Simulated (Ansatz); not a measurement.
A short molecular-dynamics run on C2HBCl2, SMILES `C#CB(Cl)Cl`.

```yaml
crystal:
  periodic: [false, false, false]
  atoms:
    - {symbol: C, position_ang: [-1.021995, 0.288042, 1.274617]}
    - {symbol: C, position_ang: [-0.279691, 0.072561, 0.349529]}
    - {symbol: B, position_ang: [0.647786, -0.196681, -0.806273]}
    - {symbol: Cl, position_ang: [0.825421, -1.813925, -1.428405]}
    - {symbol: Cl, position_ang: [1.548872, 1.107420, -1.528382]}
    - {symbol: H, position_ang: [-1.678393, 0.478581, 2.092613]}
basis:
  gaussian: {orbitals: "6-31G*"}
hamiltonian: {xc: {name: revPBE}, dispersion: d3bjatm}
md: {timestep: 0.5 fs, n_steps: 20, ensemble: nvt_langevin, temperature: 300, initial_velocities: maxwell_boltzmann, friction: 0.01, seed: 65}
```

```sh
$ ansatz run in.yaml --threads 4 --pin off --events-out ev --progress --plain --max-ram 10444MiB
```

```json
{"step": "0", "time (fs)": "0.0", "potential energy (eV)": "-27806.4361", "kinetic (eV)": "0.1939", "T (K)": "250", "conserved (eV)": "–"}
{"step": "1", "time (fs)": "0.5", "potential energy (eV)": "-27806.4230", "kinetic (eV)": "0.1811", "T (K)": "234", "conserved (eV)": "–"}
{"step": "2", "time (fs)": "1.0", "potential energy (eV)": "-27806.3991", "kinetic (eV)": "0.1635", "T (K)": "211", "conserved (eV)": "–"}
{"step": "3", "time (fs)": "1.5", "potential energy (eV)": "-27806.3732", "kinetic (eV)": "0.1386", "T (K)": "179", "conserved (eV)": "–"}
{"step": "4", "time (fs)": "2.0", "potential energy (eV)": "-27806.3586", "kinetic (eV)": "0.1260", "T (K)": "162", "conserved (eV)": "–"}
{"step": "5", "time (fs)": "2.5", "potential energy (eV)": "-27806.3624", "kinetic (eV)": "0.1308", "T (K)": "169", "conserved (eV)": "–"}
{"step": "6", "time (fs)": "3.0", "potential energy (eV)": "-27806.3811", "kinetic (eV)": "0.1345", "T (K)": "173", "conserved (eV)": "–"}
{"step": "7", "time (fs)": "3.5", "potential energy (eV)": "-27806.4040", "kinetic (eV)": "0.1491", "T (K)": "192", "conserved (eV)": "–"}
{"step": "8", "time (fs)": "4.0", "potential energy (eV)": "-27806.4223", "kinetic (eV)": "0.1538", "T (K)": "198", "conserved (eV)": "–"}
{"step": "9", "time (fs)": "4.5", "potential energy (eV)": "-27806.4285", "kinetic (eV)": "0.1508", "T (K)": "194", "conserved (eV)": "–"}
{"step": "10", "time (fs)": "5.0", "potential energy (eV)": "-27806.4188", "kinetic (eV)": "0.1403", "T (K)": "181", "conserved (eV)": "–"}
{"step": "11", "time (fs)": "5.5", "potential energy (eV)": "-27806.3961", "kinetic (eV)": "0.1269", "T (K)": "164", "conserved (eV)": "–"}
{"step": "12", "time (fs)": "6.0", "potential energy (eV)": "-27806.3671", "kinetic (eV)": "0.1030", "T (K)": "133", "conserved (eV)": "–"}
{"step": "13", "time (fs)": "6.5", "potential energy (eV)": "-27806.3382", "kinetic (eV)": "0.0886", "T (K)": "114", "conserved (eV)": "–"}
{"step": "14", "time (fs)": "7.0", "potential energy (eV)": "-27806.3148", "kinetic (eV)": "0.0749", "T (K)": "97", "conserved (eV)": "–"}
{"step": "15", "time (fs)": "7.5", "potential energy (eV)": "-27806.3019", "kinetic (eV)": "0.0723", "T (K)": "93", "conserved (eV)": "–"}
{"step": "16", "time (fs)": "8.0", "potential energy (eV)": "-27806.3026", "kinetic (eV)": "0.0726", "T (K)": "94", "conserved (eV)": "–"}
{"step": "17", "time (fs)": "8.5", "potential energy (eV)": "-27806.3174", "kinetic (eV)": "0.0956", "T (K)": "123", "conserved (eV)": "–"}
{"step": "18", "time (fs)": "9.0", "potential energy (eV)": "-27806.3432", "kinetic (eV)": "0.1186", "T (K)": "153", "conserved (eV)": "–"}
{"step": "19", "time (fs)": "9.5", "potential energy (eV)": "-27806.3710", "kinetic (eV)": "0.1419", "T (K)": "183", "conserved (eV)": "–"}
{"step": "20", "time (fs)": "10.0", "potential energy (eV)": "-27806.3911", "kinetic (eV)": "0.1709", "T (K)": "220", "conserved (eV)": "–"}
```

Velocities are drawn at the set temperature; a run this short doesn't reach equilibrium.

Frames (Å, forces in eV/Å):

```xyz
6
time=0.0 fs
C    -1.022    0.288    1.275   -1.170    0.340    1.458
C    -0.280    0.073    0.350    1.230   -0.357   -1.533
B     0.648   -0.197   -0.806   -0.242    0.070    0.301
Cl    0.825   -1.814   -1.428    0.068   -0.631   -0.241
Cl    1.549    1.107   -1.528    0.350    0.510   -0.280
H    -1.678    0.479    2.093   -0.236    0.069    0.294
6
time=0.5 fs
C    -1.019    0.289    1.275   -0.606    0.165    0.737
C    -0.279    0.071    0.347    1.127   -0.317   -1.402
B     0.648   -0.198   -0.808   -0.227    0.119    0.313
Cl    0.825   -1.814   -1.427    0.079   -0.675   -0.270
Cl    1.548    1.109   -1.529    0.346    0.496   -0.283
H    -1.671    0.467    2.076   -0.719    0.212    0.905
6
time=1.0 fs
C    -1.017    0.289    1.275   -0.016   -0.002   -0.002
C    -0.278    0.069    0.345    0.988   -0.265   -1.226
B     0.647   -0.199   -0.811   -0.205    0.167    0.319
Cl    0.824   -1.814   -1.425    0.091   -0.719   -0.299
Cl    1.548    1.110   -1.529    0.341    0.481   -0.287
H    -1.665    0.455    2.060   -1.198    0.339    1.495
6
time=1.5 fs
C    -1.015    0.289    1.276    0.505   -0.139   -0.644
C    -0.276    0.067    0.343    0.821   -0.204   -1.015
B     0.647   -0.199   -0.813   -0.177    0.212    0.318
Cl    0.824   -1.814   -1.423    0.102   -0.766   -0.330
Cl    1.547    1.111   -1.528    0.337    0.469   -0.291
H    -1.662    0.444    2.048   -1.588    0.428    1.961
6
time=2.0 fs
C    -1.012    0.290    1.276    0.843   -0.224   -1.059
C    -0.275    0.065    0.341    0.635   -0.134   -0.779
B     0.646   -0.200   -0.815   -0.139    0.263    0.309
Cl    0.823   -1.814   -1.422    0.114   -0.817   -0.362
Cl    1.547    1.112   -1.528    0.329    0.453   -0.293
H    -1.663    0.434    2.041   -1.782    0.458    2.185
6
time=2.5 fs
C    -1.010    0.291    1.276    0.934   -0.250   -1.180
C    -0.273    0.063    0.338    0.447   -0.064   -0.541
B     0.646   -0.201   -0.817   -0.101    0.318    0.302
Cl    0.823   -1.814   -1.420    0.127   -0.872   -0.397
Cl    1.547    1.114   -1.528    0.323    0.436   -0.296
H    -1.668    0.425    2.039   -1.730    0.432    2.113
6
time=3.0 fs
C    -1.008    0.291    1.276    0.784   -0.231   -1.026
C    -0.271    0.060    0.335    0.275    0.001   -0.323
B     0.645   -0.202   -0.819   -0.061    0.365    0.291
Cl    0.822   -1.813   -1.418    0.140   -0.922   -0.431
Cl    1.547    1.115   -1.528    0.317    0.421   -0.300
H    -1.676    0.419    2.041   -1.455    0.366    1.789
6
time=3.5 fs
C    -1.005    0.292    1.276    0.480   -0.188   -0.703
C    -0.269    0.058    0.332    0.114    0.064   -0.117
B     0.645   -0.203   -0.822   -0.021    0.401    0.274
Cl    0.821   -1.813   -1.417    0.152   -0.965   -0.461
Cl    1.547    1.117   -1.527    0.312    0.407   -0.304
H    -1.688    0.415    2.047   -1.037    0.282    1.311
6
time=4.0 fs
C    -1.003    0.292    1.276    0.084   -0.136   -0.286
C    -0.267    0.056    0.329   -0.047    0.125    0.091
B     0.645   -0.203   -0.824    0.021    0.436    0.250
Cl    0.821   -1.813   -1.415    0.165   -1.006   -0.490
Cl    1.547    1.118   -1.527    0.306    0.392   -0.307
H    -1.701    0.412    2.055   -0.530    0.189    0.742
6
time=4.5 fs
C    -1.001    0.292    1.275   -0.339   -0.086    0.155
C    -0.265    0.054    0.327   -0.222    0.187    0.313
B     0.644   -0.204   -0.825    0.076    0.461    0.207
Cl    0.820   -1.813   -1.414    0.175   -1.038   -0.514
Cl    1.547    1.119   -1.527    0.300    0.377   -0.308
H    -1.716    0.409    2.067    0.010    0.099    0.146
6
time=5.0 fs
C    -0.999    0.292    1.275   -0.743   -0.044    0.567
C    -0.263    0.052    0.324   -0.384    0.244    0.521
B     0.644   -0.204   -0.826    0.132    0.483    0.160
Cl    0.820   -1.814   -1.413    0.184   -1.063   -0.534
Cl    1.547    1.121   -1.526    0.294    0.360   -0.309
H    -1.732    0.407    2.078    0.517    0.020   -0.405
6
time=5.5 fs
C    -0.997    0.293    1.275   -1.080   -0.015    0.896
C    -0.262    0.050    0.322   -0.524    0.296    0.704
B     0.644   -0.205   -0.827    0.183    0.509    0.117
Cl    0.820   -1.814   -1.412    0.193   -1.088   -0.553
Cl    1.547    1.122   -1.526    0.284    0.340   -0.305
H    -1.747    0.406    2.089    0.945   -0.042   -0.859
6
time=6.0 fs
C    -0.995    0.293    1.274   -1.333   -0.003    1.127
C    -0.261    0.048    0.319   -0.646    0.347    0.866
B     0.644   -0.205   -0.828    0.226    0.533    0.083
Cl    0.819   -1.814   -1.411    0.202   -1.110   -0.572
Cl    1.547    1.124   -1.526    0.272    0.318   -0.301
H    -1.760    0.404    2.097    1.279   -0.085   -1.204
6
time=6.5 fs
C    -0.994    0.294    1.274   -1.493   -0.009    1.256
C    -0.260    0.045    0.317   -0.760    0.398    1.018
B     0.643   -0.206   -0.830    0.258    0.558    0.060
Cl    0.819   -1.814   -1.411    0.212   -1.131   -0.590
Cl    1.547    1.125   -1.526    0.260    0.296   -0.295
H    -1.771    0.402    2.103    1.523   -0.112   -1.448
6
time=7.0 fs
C    -0.993    0.294    1.274   -1.577   -0.025    1.298
C    -0.260    0.043    0.315   -0.859    0.445    1.151
B     0.643   -0.206   -0.831    0.282    0.580    0.048
Cl    0.819   -1.815   -1.410    0.221   -1.144   -0.607
Cl    1.547    1.127   -1.526    0.248    0.272   -0.290
H    -1.780    0.401    2.107    1.685   -0.128   -1.601
6
time=7.5 fs
C    -0.992    0.294    1.274   -1.586   -0.047    1.260
C    -0.260    0.041    0.313   -0.936    0.485    1.259
B     0.643   -0.206   -0.833    0.290    0.597    0.051
Cl    0.819   -1.816   -1.409    0.230   -1.148   -0.619
Cl    1.547    1.129   -1.526    0.236    0.248   -0.285
H    -1.785    0.400    2.107    1.765   -0.135   -1.665
6
time=8.0 fs
C    -0.992    0.295    1.274   -1.492   -0.084    1.109
C    -0.260    0.039    0.311   -1.007    0.524    1.363
B     0.644   -0.206   -0.835    0.279    0.608    0.072
Cl    0.819   -1.817   -1.409    0.239   -1.147   -0.630
Cl    1.547    1.131   -1.527    0.229    0.230   -0.283
H    -1.786    0.400    2.104    1.751   -0.131   -1.630
6
time=8.5 fs
C    -0.991    0.295    1.275   -1.308   -0.135    0.866
C    -0.261    0.038    0.310   -1.048    0.557    1.431
B     0.645   -0.206   -0.838    0.246    0.613    0.116
Cl    0.819   -1.818   -1.408    0.248   -1.141   -0.639
Cl    1.547    1.133   -1.527    0.227    0.217   -0.285
H    -1.784    0.398    2.096    1.635   -0.109   -1.488
6
time=9.0 fs
C    -0.991    0.296    1.276   -0.994   -0.209    0.492
C    -0.261    0.037    0.309   -1.083    0.587    1.491
B     0.646   -0.206   -0.840    0.205    0.617    0.170
Cl    0.819   -1.819   -1.407    0.256   -1.132   -0.647
Cl    1.547    1.135   -1.527    0.226    0.205   -0.288
H    -1.776    0.394    2.085    1.391   -0.068   -1.218
6
time=9.5 fs
C    -0.990    0.296    1.277   -0.548   -0.298   -0.016
C    -0.262    0.036    0.308   -1.115    0.613    1.545
B     0.648   -0.206   -0.842    0.158    0.623    0.232
Cl    0.819   -1.820   -1.407    0.262   -1.120   -0.652
Cl    1.547    1.137   -1.527    0.225    0.194   -0.291
H    -1.765    0.390    2.072    1.018   -0.012   -0.818
6
time=10.0 fs
C    -0.990    0.297    1.278    0.000   -0.391   -0.615
C    -0.262    0.035    0.308   -1.110    0.627    1.552
B     0.649   -0.206   -0.845    0.094    0.628    0.311
Cl    0.820   -1.821   -1.406    0.268   -1.105   -0.655
Cl    1.547    1.139   -1.527    0.227    0.185   -0.297
H    -1.751    0.387    2.057    0.521    0.056   -0.297
```

It took 15 s on 4 threads of an Intel Xeon Platinum 8259CL on a shared host, with 0.4 GiB of host memory at the peak.
